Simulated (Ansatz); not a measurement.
A run for Ansatz (an electronic-structure program): R-wB97X-V/def2-TZVPP on ClH2NSn (SMILES [NH2][Sn][Cl]), a point of a torsion scan. Elements past Kr take the def2 small-core potentials; no spin–orbit coupling.

Ansatz 0.2 input:
```yaml
crystal:
  periodic: [false, false, false]
  atoms:
    - {symbol: N, position_ang: [-0.80637216, -0.04388582, -0.03085354]}
    - {symbol: Sn, position_ang: [1.02017853, -0.83802594, -0.52305386]}
    - {symbol: Cl, position_ang: [0.63550397, -2.96539537, 0.44664241]}
    - {symbol: H, position_ang: [-1.14252371, 0.88697550, -0.23639627]}
    - {symbol: H, position_ang: [-1.54245883, -0.52428163, 0.46984008]}
basis:
  gaussian:
    orbitals: def2-TZVPP
hamiltonian:
  xc: {name: wB97X-V}
scf: {lower_state_search: off}
```

The log:

```
WARN ansatz: RAYON_NUM_THREADS=1 ignored (pool sized by the plan → 1); use --threads N
Functional definition: wB97X-V
these checks for a lower state are left out or cut short: stability, starts, cluster_reference, orbital_swaps, neighbouring_geometries, increment
integrals: 0.09 GiB planned
1015 factors; their error is unknown
integrals: 0.13 GiB planned
195 factors; integrals over basis functions are off by at most 4.8e-5 eV
mean field: 0.75 GiB planned
mean field evaluation 1: about -19870.7817 eV, gradient 5.5e1 eV
mean field evaluation 2: about -19865.7343 eV, gradient 7.1e1 eV
mean field evaluation 4: about -19876.8458 eV, gradient 2.6e0 eV
mean field evaluation 8: about -19876.8626 eV, gradient 6.5e-2 eV
mean field evaluation 16: about -19876.9352 eV, gradient 8.4e-5 eV
mean field -19876.93521553 eV, -730.4638961002 hartree, gradient 3.6e-6 eV, S^2 0.000000; 0 other end points of the search recorded, 0 dependent functions left out
reference -19876.93521370 eV, -730.4638960330 hartree; 24, 24 occupied and 127, 127 virtual orbitals, 1015 factors
Total energy: -19876.93521370 eV, -730.4638960330 hartree
Checks for a lower state left out: stability, starts, cluster_reference, orbital_swaps, neighbouring_geometries, increment
```

The calculation finished and met its thresholds.

Cost: about 5 core-seconds (a rough figure).
